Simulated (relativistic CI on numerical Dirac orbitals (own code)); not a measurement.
## Sm3+ (4f5) in a crystal field

Calculated by Dirac-Coulomb-Breit CI, KLI orbitals optimised for each configuration, QED by a radiative potential, valence Slater integrals scaled by 0.8, one configuration in a parametric crystal field (own radial code).

Field parameters in Wybourne normalisation. The field is a parameter set, without covalency.

S and J are read from ⟨S²⟩ = S(S + 1) and ⟨J²⟩ = J(J + 1) of each level; they are not fictitious spins.

D3d, B20 = 880, B40 = 780, B43 = -1340, B60 = -600, B63 = -710, B66 = -730 cm⁻¹, the lowest 16 levels:

```tsv
E (cm⁻¹)	Degeneracy	Irrep	S	J
0.0	2	Γ4	2.46	2.56
79.5	2	Γ5+Γ6	2.46	2.56
357	2	Γ4	2.46	2.57
1100	2	Γ5+Γ6	2.47	3.50
1107	2	Γ4	2.47	3.48
1281	2	Γ4	2.47	3.52
1431	2	Γ4	2.47	3.52
2284	2	Γ4	2.48	4.49
2298	2	Γ5+Γ6	2.48	4.51
2394	2	Γ4	2.48	4.49
2570	2	Γ5+Γ6	2.48	4.51
2600	2	Γ4	2.48	4.50
3560	2	Γ4	2.48	5.49
3620	2	Γ5+Γ6	2.48	5.51
3628	2	Γ4	2.48	5.49
3791	2	Γ4	2.48	5.49
```

Principal g values of the ground doublet: 0.36, 0.36, 0.46.

D3d, B20 = 410, B40 = 660, B43 = 1060, B60 = 180, B63 = 500, B66 = 80 cm⁻¹, the lowest 10 levels:

```tsv
E (cm⁻¹)	Degeneracy	Irrep	S	J
0.0	2	Γ4	2.46	2.52
26.0	2	Γ5+Γ6	2.46	2.52
196	2	Γ4	2.46	2.53
1029	2	Γ4	2.47	3.49
1117	2	Γ5+Γ6	2.47	3.51
1168	2	Γ4	2.47	3.51
1203	2	Γ4	2.47	3.51
2233	2	Γ4	2.48	4.49
2289	2	Γ5+Γ6	2.48	4.51
2349	2	Γ4	2.48	4.51
```

Principal g values of the ground doublet: 0.03, 0.58, 0.58.

The next free-ion level lies 1037 cm⁻¹ above the lowest; the field splits the ground level into components whose J stays near 5/2 as long as their spread is small against that gap.

Levels of this model without a field, named by their leading LS term (the scale mimics covalency, so terms lie below those of the real free ion): 6H°_5/2 0, 6H°_7/2 1037, 6H°_9/2 2238, 6H°_11/2 3548, 6H°_13/2 4924, 6H°_15/2 6329, 6F°_1/2 6501, 6F°_3/2 6720 cm⁻¹.
